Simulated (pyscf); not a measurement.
## H₂N–GeH: (SMILES [NH2][GeH]), singlet

Gas-phase minimum from PySCF at ωB97X-D3(BJ)/def2-SVP, one conformer. Other isomers of H₂N–GeH: [singlet] were not searched in full and may lie lower. 

```xyz
5

N      0.0721     0.5429     0.1110
Ge     1.4287     0.2698    -1.0575
H      0.2103     1.0341     0.9887
H     -0.8894     0.2416    -0.0111
H      0.4946    -0.5020    -2.0966
```
Charge 0, spin multiplicity 1.

Bond lengths (Å): N1–Ge2 1.811, N1–H3 1.015, N1–H4 1.015, Ge2–H5 1.596. Bond angles (°): Ge2–N1–H3 121.9, Ge2–N1–H4 126.0, H3–N1–H4 112.1, N1–Ge2–H5 93.1.

Properties at ωB97X-D3(BJ)/def2-SVP:

```
Quantity                                                                                                                                                             Result
---------------------------------------------------------------------------------------------------------------------  ----------------------------------------------------
Harmonic wavenumbers, unscaled                                                                                         519, 656, 715, 740, 904, 1550, 1935, 3605, 3713 cm⁻¹
Zero-point energy                                                                                                                                             20.5 kcal/mol
Rotational symmetry number                                                                                                                                                1
Entropy of this conformer at 298 K and 1 atm, rigid rotor and harmonic oscillator, modes under 100 cm⁻¹ raised to 100                                       258.5 J/(mol K)
Dipole moment                                                                                                                                                        1.78 D
```

Single-point totals, which compare only within one level (frozen core for MP2 and CC):

```csv
level,total energy (hartree)
ωB97X-D3(BJ)/def2-TZVP,-2133.54333
PBE/def2-TZVP,-2133.19114
r²SCAN/def2-TZVP,-2133.52984
B3LYP-D3(BJ)/def2-TZVP,-2133.63181
PBE0-D3(BJ)/def2-TZVP,-2133.24654
M06-2X/def2-TZVP,-2133.54942
ωB97M-D3(BJ)/def2-TZVP,-2133.61058
HF/def2-TZVPP,-2131.57861
MP2/def2-TZVPP,-2132.03480
CCSD/def2-TZVPP,-2132.04917
CCSD(T)/def2-TZVPP,-2132.06759
```

The CCSD(T) − MP2 part came from Ansatz, without density fitting, on the same reference. The frozen core leaves the outer d or s,p core shells of the metals and heavy elements correlated in the MP2 and CC values, and def2-TZVPP describes them poorly, so these totals are far from the basis limit. Elements up to Kr have no core potential and no relativistic terms here.
